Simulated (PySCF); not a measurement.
Structure from 2D NMR

Compound of formula C4H2F4. Correlations simulated from computed shifts and couplings:

HSQC (one-bond C–H):
```
  δH    δC  $^{1}J$(C,H) (Hz)
5.12  70.1                160
```

HMBC (two and three bonds, |J| ≥ 2.5 Hz):
```
  δH       δC [abs. J in Hz]
5.12  86.6 [7.4], 83.2 [5.2]
```

Carbons without hydrogens: δ 119.1, 86.6, 83.2.

One computed conformer, relativity neglected, in vacuum, one averaged value for each set of equivalent atoms. J: B3LYP/pcJ-1 (spin–dipole term only in couplings to heteroatoms); NMR shieldings at PBE0/pcSseg-1/GIAO; structure optimised with PBE0-D3(BJ)/def2-SVP; PySCF 2.14.

References, each an isolated molecule treated in the same way: $^{1}$H (σ = 31.27 ppm) and $^{13}$C (σ = 184.41 ppm) against TMS.

Exchangeable hydrogens are left out of these lists, and C,H couplings along chains are those of one rotamer, so weak HMBC peaks may be missing or extra.

Question: Which molecule is this?

Answer: SMILES C(C#CCF)(F)(F)F.

Mapped SMILES: `[F:1][CH2:2][C:3]#[C:4][C:5]([F:6])([F:7])[F:8]` (H(Xn): hydrogen on atom n).

δC 119.1 is C5, a CF3 carbon. δC 86.6 is C3, an alkyne carbon. δC 83.2 is C4, an alkyne carbon. δC 70.1 is C2, a propargylic sp3 CH2 bonded to F (δH 5.12). HMBC from δH 5.12 reaches the proton-free carbons C3, C4.

The shifts were computed for this structure.

Common functionals overestimate the size of one-bond C–F couplings by tens of Hz; these are unscaled. Shifts are as computed. Against solution values, carbons near 30 ppm lie about +2 ppm off and those near 130 ppm about +5 ppm. Of 1309 compounds with measured shifts, 239 miss one by over three times the rms of a fit or turn the order of signals round; such compounds aren't used in these exercises.
